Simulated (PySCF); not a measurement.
In(Me)2(Vi), SMILES C=[CH][In]([CH3])[CH3] (C4H9In), PBE0/def2-SVP optimised geometry.

```
14

In    -0.17    -0.81     0.00
C     -1.33    -2.64     0.00
H     -2.41    -2.44     0.01
H     -1.08    -3.25     0.88
H     -1.10    -3.24    -0.90
C      2.01    -0.81     0.00
H      2.39    -0.28    -0.88
H      2.41    -1.83    -0.01
H      2.39    -0.29     0.89
C     -1.13     1.12     0.00
C     -0.43     2.27    -0.01
H     -2.22     1.21     0.00
H     -0.91     3.25    -0.01
H      0.67     2.28    -0.01
```

Density from PBE0/def2-TZVP, def2 effective core potentials past Kr in PySCF at that geometry. The core electrons that the potentials of In replace are not part of the density.

Minimum of the electron density along straight lines between bonded atoms, close to the bond critical point (lines longer than 1.1 times the sum of covalent radii, or with two minima, are not listed):

| bond | length / Å | ρ at the minimum / e bohr⁻³ | ∇²ρ there / e bohr⁻⁵ | position (fraction from the first atom) |
|---|---|---|---|---|
| In1–C2 | 2.170 | 0.096 | 0.15 | 0.51 |
| C2–H3 | 1.099 | 0.268 | -0.88 | 0.64 |
| C2–H4 | 1.101 | 0.265 | -0.86 | 0.64 |
| C2–H5 | 1.101 | 0.265 | -0.86 | 0.64 |
| In1–C6 | 2.173 | 0.096 | 0.15 | 0.51 |
| C6–H7 | 1.101 | 0.265 | -0.86 | 0.64 |
| C6–H8 | 1.099 | 0.268 | -0.88 | 0.64 |
| C6–H9 | 1.101 | 0.265 | -0.86 | 0.64 |
| In1–C10 | 2.162 | 0.098 | 0.17 | 0.51 |
| C10–C11 | 1.340 | [?] | [?] | 0.49 |
| C10–H12 | 1.099 | 0.273 | -0.93 | 0.64 |
| C11–H13 | 1.099 | 0.275 | -0.95 | 0.65 |
| C11–H14 | 1.098 | 0.277 | -0.96 | 0.65 |

**Question.** What belongs in the gaps?

**Answer.** 
- C10–C11, ρ at the minimum / e bohr⁻³: 0.345
- C10–C11, ∇²ρ there / e bohr⁻⁵: -1.04
